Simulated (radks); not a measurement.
Spherical jellium clusters: N electrons in a uniform positive sphere of charge N and radius rs N^(1/3), rs = 4.48 bohr. Calculated with a radial shooting solver with Libxc functionals: non-relativistic Kohn-Sham, LDA (Slater exchange, Perdew-Wang correlation), spin-polarised, spherical densities. Levels are named by radial order and angular momentum (1s, 1p, 1d, 2s, ...), and open shells are averaged over m.

N = 20, configuration 1s2 1p6 1d10 2s2. This is the lowest configuration that the search found. Occupied and some empty levels:

| level | occupation | eigenvalue (eV) | <r> (bohr) |
|---|---|---|---|
| 1s | 2 | -4.3644 | 7.907 |
| 1p | 6 | -3.8040 | 9.048 |
| 1d | 10 | -3.0442 | 9.908 |
| 2s | 2 | -2.4936 | 8.003 |
| 1f | 0 | -2.1334 | 10.70 |
| 2p | 0 | -1.5004 | 10.01 |
| 1g | 0 | -1.1154 | 11.55 |

Energy (eV): total -37.6883, kinetic 27.521, external -1063.7, Hartree 527.50, exchange-correlation -66.086, background 537.04. Static polarisability (adiabatic kernel): 2364 bohr^3, against R^3 = 1798 for a classical metal sphere.
